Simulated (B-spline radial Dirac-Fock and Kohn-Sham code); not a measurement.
## What relativity does to the binding energies of Ru³⁺

System: the Ru³⁺ ion, [Kr] 4d5.

Both columns are ΔSCF binding energies of the configuration average from a radial B-spline solver: non-relativistic Hartree-Fock with a point nucleus, and Dirac-Fock with a finite nucleus and the Coulomb interaction alone, averaged over the two j levels with weights 2j+1.

```csv
shell,Hartree-Fock (eV),Dirac-Fock (eV),shift (eV),shift (%)
1s,21627.4,22228.2,+600.80,+2.78
2s,3141.6,3284.8,+143.15,+4.56
2p,2896.1,2935.1,+39.02,+1.35
3s,608.9,637.0,+28.14,+4.62
3p,511.6,519.5,+7.87,+1.54
3d,333.4,328.9,-4.54,-1.36
4s,121.6,126.5,+4.90,+4.03
4p,89.78,90.89,+1.10,+1.23
4d,43.54,42.97,-0.57,-1.31
```

Relativity binds 1s, 2s, 2p, 3s, 3p, 4s, 4p more strongly, among those listed most of all 3s in relative terms, and 3d, 4d more weakly, because the contracted s and p shells screen the nucleus better.

Values without a named source are computed, but for edge energies of neutral atoms, which are taken from tables.
